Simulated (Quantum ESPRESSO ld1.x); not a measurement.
The mean radii <r> (bohr) of the occupied orbitals of an atom or ion are listed with their occupations. Calculated with ld1.x of Quantum ESPRESSO 7.5: Dirac Kohn-Sham, relativistic LDA (MacDonald-Vosko exchange, VWN5 correlation), spin-unpolarised, spherical densities, point nucleus.

orbital  occ.      <r>
1s1/2       2  0.02419
2s1/2       2   0.1029
2p1/2       2  0.08627
2p3/2       4  0.09255
3s1/2       2   0.2727
3p1/2       2   0.2622
3p3/2       4   0.2744
3d3/2       4   0.2453
3d5/2       6   0.2491
4s1/2       2   0.6135
4p1/2       2   0.6269
4p3/2       4   0.6520
4d3/2       4   0.6851
4d5/2       6   0.6930

Name the element and its charge. Open shells, if any, are shared by 2j + 1.

Answer. Z = 59, praseodymium, charge +13: Pr13+ in [Kr] 4d10. The 1s radius gives Z: for a bare nucleus <r> = (2 gamma + 1)/(2Z) with gamma = sqrt(1 - (Z/c)^2), 0.02377 bohr for Z = 59, and screening makes it slightly larger (0.02419 here). The occupations add up to 46, and the charge is Z minus that.
